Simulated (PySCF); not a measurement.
# Polarisability and C₆ of Li (lithium, neutral)

[He] 2s1, 2S determinant. Computed with PySCF 2.14 in dyall-acv3z (15s9p3d, 57 functions), with the spin-free X2C one-electron Hamiltonian (Gaussian nucleus). Coupled (time-dependent) response in atomic units; α is the mean over directions.

| method | mean α (bohr³) | C₆ (like pair) | S(−4) |
| --- | --- | --- | --- |
| UHF | 169.9 | 1476 | 37220 |
| PBE | 142.0 | 1127 | 26160 |
| PBE0 | 146.8 | 1185 | 27920 |
| BP86 | 146.7 | 1183 | 27890 |

S(−4) is the Cauchy moment in α(ω) = α(0) + S(−4) ω² + …

Reference α: 164.1 bohr³ (recommended; Schwerdtfeger and Nagle, table of static dipole polarizabilities (2023 update)). Published C₆: 1392 (Chu and Dalgarno (2004); Tang, Norbeck and Certain (1976)).

α(iu) at UHF:

| u (hartree) | α(iu) (bohr³) |
| --- | --- |
| 0 | 169.9 |
| 0.0500 | 110.0 |
| 0.100 | 53.94 |
| 0.200 | 18.31 |
| 0.300 | 8.987 |
| 0.500 | 3.604 |
| 0.750 | 1.767 |
| 1.00 | 1.086 |
| 1.50 | 0.5666 |
| 2.00 | 0.3651 |
| 3.00 | 0.1979 |
| 5.00 | 0.08819 |
